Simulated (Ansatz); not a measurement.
Reaction (cleavage of the B–Si bond): `F[SiH2]BC[SiH3]` + H–F → `FBC[SiH3]` + `F[SiH3]`

Isolated molecules relaxed with PBE0-D4/def2-TZVP in Ansatz; ΔE leaves out vibrations. CCSD(T)/CBS adds triple-zeta CCSD(T) − MP2 to the extrapolated MP2 energy (def2 sets, frozen cores). This one scheme is used for every species. DFT in def2-TZVPP. B3LYP here is the variant with VWN-RPA as its local correlation; programs differ in this. One conformer a species, not always the lowest.

| level | ΔE (eV) |
| --- | --- |
| PBE-D4 | -1.59 |
| B3LYP-D4 | -1.77 |
| ωB97M-V | -1.80 |
| HF/CBS(def2) | -2.07 |

Problem. What does CCSD(T)/CBS give? (Best estimate.)

Solution. Ansatz gave: -1.69 eV. The listed levels differ from it by 0.10, -0.08, -0.11, -0.38 eV.

Largest T1 diagnostic among the species: 0.012.

The D4 term adds +0.11 eV with B3LYP and +0.06 eV with PBE0; it sums over pairs of atoms, weighted by their polarisabilities, and B3LYP, whose exchange is more repulsive, gets the larger term. In def2-TZVPP, CCSD(T) changes the Hartree–Fock value by +0.32 eV (the triples alone add +0.03 eV) and MP2 by +0.30 eV.
